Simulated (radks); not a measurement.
Results of a calculation; reference values are marked as such.
Removal energies from the lead ion Pb6+, [Xe] 4f14 5d8, by Delta-SCF beside the eigenvalue of the level emptied. Code: a radial shooting solver on a logarithmic mesh with Libxc functionals. Model: scalar-relativistic Kohn-Sham, BLYP, spin-polarised, spherical densities, finite nucleus; Fermi nuclear charge, rms radius of each element as measured or else 0.836 A^(1/3) + 0.57 fm. Open shells are filled with parallel spins first.

removed from         final configuration  Delta-SCF (eV)  -eigenvalue (eV)
5d                         [Xe] 4f14 5d7          102.77            94.191
5p            [Kr] 4d10 4f14 5s2 5p5 5d8          171.95            162.03
4f                         [Xe] 4f13 5d8          229.16            212.19
5s            [Kr] 4d10 4f14 5s1 5p6 5d8          232.16            221.38
